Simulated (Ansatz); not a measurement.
Geometry optimisation, RKS CAM-B3LYP-D4/6-31G (Ansatz).

Input file:

```yaml
crystal:
  periodic: [false, false, false]
  atoms:
    - { symbol: B, position_ang: [0.0, 0.0, 0.0] }
    - { symbol: "N", position_ang: [0.0, 0.0, 1.55] }
    - { symbol: H, position_ang: [-0.877, -0.2713, 2.08] }
    - { symbol: H, position_ang: [0.877, 0.2713, 2.08] }
    - { symbol: "N", position_ang: [1.3423, 0.0, -0.775] }
    - { symbol: H, position_ang: [1.8089, -0.9179, -1.0268] }
    - { symbol: H, position_ang: [1.7937, 0.9179, -1.0532] }
    - { symbol: C, position_ang: [-1.3856, 0.0, -0.8] }
    - { symbol: H, position_ang: [-1.9458, -0.9305, -0.5708] }
    - { symbol: H, position_ang: [-1.9898, 0.8797, -0.4946] }
    - { symbol: H, position_ang: [-1.1839, 0.0508, -1.8903] }
basis:
  gaussian: { orbitals: "6-31G" }
hamiltonian:
  xc: cam_b3lyp
  dispersion: d4
relax:
  f_tol: 0.02
  max_steps: 40
output:
  orbitals: {}
```

Run as:

```bash
$ ansatz run input.yaml --threads 1 --pin off --max-ram 2048MiB --backend cpu --events-out ev --progress --plain --runs-dir out
```

**Question.** Where does it end, and by what steps?

**Answer.** It converged. Limits of this set-up: no polarisation functions. After 10 steps the energy has fallen by 1.643 eV; H6 moved furthest, 1.22 Å.

```
step  energy less start (eV)  largest force component (eV/Å)  accepted
   0                  0.0000                           2.486       yes
   1                 -0.7176                           1.317       yes
   2                 -0.8522                           1.254       yes
   3                 -0.9675                           0.819       yes
   4                 -1.0790                           1.453       yes
   5                 -1.3144                           0.964       yes
   6                 -1.4834                           0.648       yes
   7                 -1.5928                           0.322       yes
   8                 -1.6416                           0.056       yes
   9                 -1.6429                           0.058       yes
  10                 -1.6430                           0.013       yes
```

```xyz
11
Properties=species:S:1:pos:R:3
B 0.039 -0.013 0.015
N 0.026 -0.154 1.429
H -0.833 -0.183 1.952
H 0.858 -0.234 1.993
N 1.268 0.024 -0.694
H 2.173 -0.046 -0.256
H 1.298 0.125 -1.695
C -1.332 0.100 -0.769
H -1.937 -0.805 -0.633
H -1.929 0.943 -0.399
H -1.192 0.243 -1.846
```

Whether the end is a true minimum wasn't checked by a vibrational analysis.

Run time: 18 s on 1 thread of Intel(R) Xeon(R) 6975P-C (Granite Rapids), with other jobs on the host, peak memory 0.15 GiB.
